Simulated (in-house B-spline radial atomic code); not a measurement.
**K⁷⁺: [Ne] 3s2**

All numbers are computed (non-relativistic BLYP, spin-polarised, spherical fractional occupations; point nucleus) with an all-electron radial atomic-structure program (B-spline basis), not measured.

Z_r = [3n² - l(l+1)]/(2<r>); Z_e = n√(-2ε); the last column is Slater's effective charge. Values are occupation-weighted means over spin.

```
shell  electrons   ε (eV)  <r> (bohr)    Z_r    Z_e  Slater
   1s          2  -3651.5     0.08152  18.40  16.38   18.70
   2s          2  -486.47      0.3871  15.50  11.96   14.85
   2p          6  -417.22      0.3472  14.40  11.08   14.85
   3s          2   -145.3       1.088  12.40   9.80    9.85
```

The least bound orbital is 3s at -145.3 eV, and it is also the most diffuse (<r> = 1.088 bohr).

The density falls to 0.001 bohr⁻³ at 2.238 bohr; Σ<r²> = 3.9613 bohr² gives, by the non-relativistic formula and without the paramagnetism of open shells, a Langevin diamagnetic susceptibility of -3.137×10⁻⁶ cm³/mol.
